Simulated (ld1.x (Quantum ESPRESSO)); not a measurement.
# Pr: one change to an ultrasoft potential, before and after

praseodymium (Pr), ultrasoft, made with ld1.x (Quantum ESPRESSO) 7.5 (PBEsol, scalar-relativistic). Core [Kr] 4d10, reference 4f3 5s2 5p6 5d1 6s1 6p0. Waves: 5s (bound): rcut 2.00, rcutus 2.40 bohr; 6s (bound): rcut 2.00, rcutus 2.40 bohr; 5p (bound): rcut 2.35, rcutus 2.70 bohr; 6p (bound, empty): rcut 2.35, rcutus 2.70 bohr; 5d (bound): rcut 3.20, rcutus 3.95 bohr; 5d channel at 2.35 Ry: rcut 3.20, rcutus 3.95 bohr; 4f (bound): rcut 1.25, rcutus 1.45 bohr; 4f channel at 4.65 Ry: rcut 1.25, rcutus 1.45 bohr. Local part: all-electron potential smoothed inside 3.55 bohr (lloc = -1). Core correction: Bessel-smoothed model core inside 1.35 bohr. Augmentation charge: PSQ, radius 1.00 bohr.

All-electron outer shells of the reference configuration (PBEsol, scalar-relativistic, ld1.x):

```
shell  level (eV)  outermost node (bohr)  outermost maximum (bohr)
   4p     -213.95                   0.32                      0.60
   4d     -109.36                   0.30                      0.64
   5s      -37.87                   0.74                      1.35
   5p      -20.37                   0.79                      1.54
   6s       -3.05                   1.82                      3.95
   5d       -1.38                   0.91                      2.33
   6p       -1.02                   2.20                      5.39
   4f       -0.22                      –                      0.69
```

Change: wave 4f channel at 4.65 Ry: rcut 1.25, rcutus 1.45 bohr becomes 4f channel at 0.56 Ry: rcut 1.25, rcutus 1.45 bohr.

Cutoffs: the cutoffs (Ry, on a coarse ladder) from which the occupation-weighted sum of valence levels, in a spherical-Bessel basis at the reference potential, stays within 10 and 1 mRy of its value at 400 Ry; they do not see the model core or the augmentation charge, which bear on the density cutoff. Errors are all-electron minus pseudo energies relative to the spin-unpolarised reference configuration.

Q: How do hardness, ghosts and transferability respond?

A: The potential gets neither clearly harder nor softer (70 Ry and 100 Ry → 70 Ry and 100 Ry); of the 7 tests that both files solve, the error grows in 1 and shrinks in 0 by more than 15 % and 0.3 meV (median size 34.6 → 34.0 meV); the range in which the f phases agree widens (upper end 0.6 → 2.5); neither file shows a bound ghost.

```tsv
quantity	base	changed
cutoff, loose	70 Ry	70 Ry
cutoff, tight	100 Ry	100 Ry
bound ghosts	none	none
error for 4f3 5s2 5p6 5d0 6s2 6p0, meV [ΔE -1.57 eV]	-29	-29
error for 4f3 5s2 5p6 5d0 6s1 6p0, meV [ΔE 4.17 eV]	-30	-29
error for 4f3 5s2 5p6 5d0 6s0 6p0, meV [ΔE 14.70 eV]	-35	-34
error for 4f3 5s2 5p6 5d1 6s0 6p0, meV [ΔE 5.06 eV]	-2.3	-2.6
error for 4f2 5s2 5p6 5d0 6s2 6p0, meV [ΔE 6.00 eV]	-50	-70
error for 4f3 5s2 5p5 5d0 6s2 6p0, meV [ΔE 24.55 eV]	-65	-56
error for 4f3 5s2 5p6 5d0 6s0 6p2, meV [ΔE 3.10 eV]	-35	-34
s: phases at 4.28 bohr within 0.05 rad from the reference energy up to (Ry; the scan ends near 5)	1.9	1.9
p: phases at 4.28 bohr within 0.05 rad from the reference energy up to (Ry; the scan ends near 5)	2.6	2.6
d: phases at 4.28 bohr within 0.05 rad from the reference energy up to (Ry; the scan ends near 5)	4.0	4.0
f: phases at 4.28 bohr within 0.05 rad from the reference energy up to (Ry; the scan ends near 5)	0.6	2.5
lowest overlap eigenvalue by channel	s 0.16, p 0.12, d 0.80, f 0.97	s 0.16, p 0.12, d 0.80, f 1.00
```
